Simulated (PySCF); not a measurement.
## State search for TlP⁺

Unrestricted PBE0; basis Tl def2-SVP with ECP60, P def2-SVP; scalar-relativistic core potentials; PySCF 2.14. Outer shells of the fragments: Tl+ 5d10 6s2; P 3s2 3p3.

Followed along the bond (rough minima from three points):

```
2Ms+1   unpaired  ⟨S²⟩ at the start  R at minimum (Å)  Te (eV)
    4  σ ↑, π ↑↑               3.75              3.17     0.00
    2  σ ↓, π ↑↑               1.77              3.07     0.63
```

Solutions found at the starting distance of 2.595 Å, counted from the lowest of them; the search is not exhaustive and high or unbound solutions are not listed, so other states can lie among these:

```tsv
2Ms+1	unpaired	term	E (eV)	⟨S²⟩	⟨Lz²⟩	μ (D)
4	σ ↑, π ↑↑	⁴Σ⁻	0.00	3.75	0.00	1.56
2	σ ↓, π ↑↑	mixed	0.52	1.77	0.00	1.55
2	π ↑	²Π	1.71	0.76	1.02	0.01
2	π ↑	²Π	1.83	0.75	1.01	3.84
4	π ↑↑↑	⁴Π	4.44	3.76	1.00	4.55
4	σ ↑, π ↑↑	mixed	5.48	3.76	2.01	7.09
```

A term symbol is given only where ⟨S²⟩ and ⟨Lz²⟩ are close to those of a pure state; real π, δ and φ orbitals otherwise mix terms. A positive dipole points towards P; it is taken about the centre of mass and depends on that origin.

Q: Compare the gap between the two lowest followed solutions at the starting distance with the gap between their minima.

A: At PBE0 the second solution (Ms = 0.5 of mixed spin, unpaired electrons σ ↓, π ↑↑) lies +0.52 eV from the first (quartet, unpaired electrons σ ↑, π ↑↑) at 2.595 Å and +0.63 eV at the minima; the two curves relax by different amounts, since their minima lie near 3.07 and 3.17 Å.

These are scalar-relativistic numbers at best; spin–orbit coupling would shift them, the dissociation energy most. Counting both spins, an empty level lies below a filled one in some of these solutions, because spin and occupation are held.
